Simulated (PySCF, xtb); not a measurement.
(E)-1-chloro-3,3-difluoroprop-1-ene (C₃H₃ClF₂), SMILES FC(/C=C/Cl)F.

GFN2-xTB (xtb) at its own geometry gives an orbital gap of 4.49 eV and a dipole moment of 2.09 D.

Coordinates come from a B3LYP-D3(BJ)/def2-SVP optimisation. The values are those of a single conformer.

**Question.** What does PBE/def2-TZVP (PySCF) give? (An estimate is asked for; the answer gives what the named calculation found.)

**Answer.** gap 4.89 eV (levels -6.76 and -1.87 eV), dipole 1.34 D.
